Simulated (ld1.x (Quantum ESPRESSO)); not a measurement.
## P (Z = 15): one change to a TM potential, before and after

* Element: P (Z = 15)
* Generator: ld1.x (Quantum ESPRESSO) 7.5
* Type: norm-conserving Troullier–Martins (Kleinman–Bylander form)
* Functional: PBEsol
* Relativity: scalar-relativistic
* Frozen core: [Ne]
* Valence charge: 5
* Reference configuration: 3s1.75 3p3.25
* Partial waves: 3p (bound): rc 1.35 bohr; 3s (bound): rc 1.25 bohr
* Local potential: the s channel
* Core correction: Bessel-smoothed model core inside 0.70 bohr

Change: local potential all-electron potential smoothed inside 1.30 bohr (lloc = -1).

Cutoffs: the cutoffs (Ry, on a coarse ladder) from which the occupation-weighted sum of valence levels, in a spherical-Bessel basis at the reference potential, stays within 10 and 1 mRy of its value at 400 Ry; they do not see the model core or the augmentation charge, which bear on the density cutoff. Errors are all-electron minus pseudo energies relative to the spin-unpolarised reference configuration.

How do hardness, ghosts and transferability respond?

The potential gets neither clearly harder nor softer (55 Ry and 110 Ry → 55 Ry and 110 Ry); the s channel sets the loose cutoff, while the largest relative change is in p, which becomes softer; of the 7 tests that both files solve, the error grows in 2 and shrinks in 0 by more than 15 % and 0.3 meV (median size 0.6 → 0.7 meV); the range in which the s phases agree narrows (upper end 3.5 → 0.7); neither file shows a bound ghost.

| quantity | base | changed |
| --- | --- | --- |
| cutoff, loose | 55 Ry | 55 Ry |
| cutoff, tight | 110 Ry | 110 Ry |
| loose cutoff by channel (10 mRy a level) | p 35 Ry, s 40 Ry | s 35 Ry, p 15 Ry |
| bound ghosts | none | none |
| error for 3s2 3p3, meV [ΔE -2.11 eV] | +0.1 | +0.1 |
| error for 3s2 3p2, meV [ΔE 7.58 eV] | +3.0 | +3.4 |
| error for 3s2 3p1, meV [ΔE 26.70 eV] | +22 | +27 |
| error for 3s2 3p2.5, meV [ΔE 1.65 eV] | +0.3 | +0.4 |
| error for 3s1 3p4, meV [ΔE 6.40 eV] | +0.1 | +0.1 |
| error for 3s2 3p3.3, meV [ΔE -3.41 eV] | +0.6 | +0.7 |
| error for 3s2 3p0, meV [ΔE 56.40 eV] | +63 | +90 |
| s: phases at 1.51 bohr within 0.05 rad from the reference energy up to (Ry; the scan ends near 5) | 3.5 | 0.7 |
| p: phases at 1.51 bohr within 0.05 rad from the reference energy up to (Ry; the scan ends near 5) | 1.5 | 1.6 |
